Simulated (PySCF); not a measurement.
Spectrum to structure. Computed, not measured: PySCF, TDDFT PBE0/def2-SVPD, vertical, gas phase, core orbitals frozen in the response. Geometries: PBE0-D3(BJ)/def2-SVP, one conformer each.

| state | E (eV) | f |
| --- | --- | --- |
| S1 | 4.50 | 0.0000 |
| S2 | 4.83 | 0.0056 |
| S3 | 5.58 | 0.0042 |
| S4 | 5.82 | 0.0043 |
| S5 | 5.93 | 0.146 |
| S6 | 5.94 | 0.0003 |
| S7 | 6.10 | 0.0053 |
| S8 | 6.11 | 0.0066 |
| S9 | 6.25 | 0.0001 |
| S10 | 6.29 | 0.0001 |

**Question.** Which structure fits? All have the formula C6H8N2OSi.
A. `C#C[SiH2]n1cncc1OC`
B. `N#CC1(C#N)COCC[SiH2]1`
C. `C#Cc1nccn1[SiH2]OC`

**Answer.** A. Its S1, at 4.50 eV, is the lowest among the candidates; the nearest of the others has S1 at 5.10 eV. S1 is HOMO→LUMO (100%). Löwdin shares by element: HOMO carbon 62% or more, oxygen 16% (atoms not listed hold the other 22%); LUMO carbon 57% or more, silicon 21%, hydrogen 6% or more (atoms not listed hold the other 16%). At the same level the other candidates give, for their lowest levels:
- `N#CC1(C#N)COCC[SiH2]1`: 6.55 eV (f 0.005); 6.94 eV (f 0.030); 7.18 eV (f 0.016); 7.20 eV (f 0.016); 7.34 eV (f 0.004); T1 5.96 eV; HOMO -8.47, LUMO -0.51 eV
- `C#Cc1nccn1[SiH2]OC`: 5.10 eV (f 0.300); 5.20 eV (f 0.000); 5.62 eV (f 0.002); 5.71 eV (f 0.000); 5.97 eV (f 0.000); T1 3.47 eV; HOMO -6.49, LUMO -0.78 eV

The values belong to the conformer `[CH:1]#[C:2][SiH2:3][n:4]1[cH:5][n:6][cH:7][c:8]1[O:9][CH3:10]`: C2–Si3–N4–C5 0°, C7–C8–O9–C10 1°.
Triplets come from the Tamm–Dancoff approximation.
